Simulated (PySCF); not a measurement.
**Deuteron quadrupole couplings in `C=COC/C([SiH3])=C/[SiH3]`**

Species: C5H12OSi2.
Z-matrix (Å and degrees, GFN2-xTB geometry), rows numbered from 1:
```
C 
C   1  1.3235
O   2  1.3506  1  128.46
C   3  1.4123  2  118.94  1     3.50
C   4  1.5010  3  106.20  2   169.85
Si  5  1.8905  4  110.30  3   -22.52
C   5  1.3310  4  121.32  3   157.04
Si  7  1.8797  5  127.35  4   179.68
H   1  1.0750  2  123.36  3     0.10
H   1  1.0733  2  120.03  3   179.97
H   2  1.0823  1  122.00  3  -179.60
H   4  1.0995  3  110.55  2   -67.77
H   4  1.1012  3  109.84  2    51.36
H   6  1.4647  5  109.26  4   -49.26
H   6  1.4670  5  107.74  4  -166.86
H   6  1.4614  5  110.33  4    73.68
H   7  1.0891  5  117.16  4    -0.37
H   8  1.4656  7  110.68  5   -67.51
H   8  1.4681  7  107.14  5   174.07
H   8  1.4644  7  110.95  5    55.19
```

Level: PBE0/pcSseg-1 (PySCF, non-relativistic); Q(2H) = 0.00286 b; rigid geometry, the same for H and D, with no vibrational averaging.

Question: Rank these positions by the coupling χzz of a deuteron there, largest first.
A. H9 (vinylic hydrogen)
B. H11 (vinylic hydrogen)
C. H13 (methylene hydrogen)
D. H14 (Si–H hydrogen)

Answer: A (232 kHz), B (213 kHz), C (187 kHz), D (109 kHz).

Tabulate Vzz, the asymmetry η and χzz = 234.96 MHz × Q × Vzz for every hydrogen position.

```csv
atom,bonded to,bond length (Å),Vzz (au),η,χzz (kHz)
H9,C1,1.075,0.3448,0.09,232
H10,C1,1.073,0.3469,0.08,233
H11,C2,1.082,0.3172,0.09,213
H12,C4,1.100,0.2825,0.07,190
H13,C4,1.101,0.2779,0.07,187
H14,Si6,1.465,0.1627,0.03,109
H15,Si6,1.467,0.1592,0.04,107
H16,Si6,1.461,0.1658,0.02,111
H17,C7,1.089,0.3147,0.05,211
H18,Si8,1.466,0.1620,0.01,109
H19,Si8,1.468,0.1590,0.02,107
H20,Si8,1.464,0.1625,0.02,109
```

Average by the element that carries the hydrogen.

on C: 211 kHz over 6 positions, mean bond length 1.087 Å; on Si: 109 kHz over 6 positions, mean bond length 1.465 Å.

How does χzz go with the bond length over the 6 C–H bonds?

A straight-line fit has a slope of -16.3 kHz for each 0.01 Å, with a correlation coefficient of -0.99, over lengths from 1.073 to 1.101 Å. The longer bonds have the smaller couplings here.

Give the 2H NMR doublet splittings at H15 for a magnetic field along the z, y and x axes of the gradient: 3χ/2, 3χ(1 + η)/4, 3χ(1 − η)/4.

With |χ| = 107.0 kHz and η = 0.039: 161, 83 and 77 kHz, to first order and without motion.

The structure is a single GFN2-xTB conformer in the gas phase; no vibrational or solvent corrections. GFN2-xTB bond lengths can be off by several hundredths of an ångström, more for odd bonds, and the gradients follow them. These gradients aren't converged with respect to the basis.
